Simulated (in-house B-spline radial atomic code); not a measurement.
The numbers below are computed, except where a source is named.
Ghost states of the separable form: Zn

Zn, [Ar] 3d10 4s2, non-relativistic PBE, spherical and spin-unpolarised, from a B-spline radial code for spherical atoms (atomic units; all potentials screened as in the neutral atom).

Troullier-Martins channels: 4s (ε = -0.2141, r_c = 2.208 bohr), 3d (ε = -0.3883, r_c = 1.636 bohr). In the Kleinman-Bylander form one channel serves as the local potential, and each other channel l becomes |δV u><u δV|/<u|δV|u>, with δV = V_l − V_local and u the pseudo-orbital. Its strength is E_KB = <u|δV²|u>/<u|δV|u>. By the analysis of Gonze, Stumpf and Scheffler a spurious state lies below the reference level ε if E_KB > 0 and ε is above the second level of the local potential alone, or if E_KB < 0 and ε is above its first. The table's levels are those of angular momentum l in a sphere of 9 bohr, whose wall can lift a shallow ε a little above its free-atom value.

```csv
local,channel,<u δV u>,<u δV² u>,ε,first local level,second local level
s,d,-8.1334,109.72,-0.3883,0.1124,0.3509
d,s,0.23913,2.2572,-0.2138,-12.0350,-1.0605
```

Apply the rule to each row.

Local s, channel d: E_KB = -13.5, so ε = -0.3883 is set against 0.1124: no ghost. Local d, channel s: E_KB = +9.44, so ε = -0.2138 is set against -1.0605: a ghost.

Diagonalising the separable Hamiltonian gives:

```
local  channel       three lowest levels  all-electron, two lowest valence levels
    s        d   -0.3883, 0.1202, 0.3820                          -0.3883, 0.1191
    d        s  -5.9806, -0.2138, 0.0797                          -0.2138, 0.0800
```

Which choices of local channel are safe?

Free of ghosts: s. With d local the s channel has a ghost 5.77 hartree below ε, since the local potential binds more than one state below ε, and a repulsive term of rank one raises each level at most to the next, so it clears only one of them. Among the safe choices the second level, which tests transfer, is off by at most 1.1 millihartree (s local).
